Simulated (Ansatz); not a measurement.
`[OH][GeH2][SiH2]S` + `O[SiH](O)O` → `[OH][GeH2][O][SiH](O)O` + `[SiH3]S`  (cleavage of the Ge–Si bond)

Calculated with Ansatz (gas phase, PBE0-D4/def2-TZVP geometries, no zero-point term in ΔE). CBS: MP2 limit from def2 TZ/QZ plus the TZ coupled-cluster correction, frozen cores. Functionals use def2-TZVPP. B3LYP here is the variant with VWN-RPA as its local correlation; programs differ in this. For Ge outer-core shells are correlated without core-valence functions, which leaves a few kJ/mol of doubt a bond. Scalar relativity is left out up to krypton. Each species was taken in one conformer, which may not be the lowest.

CCSD(T)/CBS gives -11.9 kcal/mol.

**Question.** Another level gave -11.5 kcal/mol. Which?
A. HF/def2-TZVPP
B. B3LYP/def2-TZVPP
C. MP2/def2-TZVPP
D. ωB97X-V/def2-TZVPP

**Answer.** B. B3LYP -11.5, ωB97X-V -12.6, HF/def2-TZVPP -17.9, MP2/def2-TZVPP -13.6 kcal/mol.

Largest T1 diagnostic among the species: 0.012.

From PBE to PBE0 (25 % exact exchange), in def2-TZVPP and without D4, ΔE moves by −1.4 kcal/mol. In def2-TZVPP, CCSD(T) changes the Hartree–Fock value by +4.5 kcal/mol (the triples alone add +0.4 kcal/mol) and MP2 by +4.2 kcal/mol.
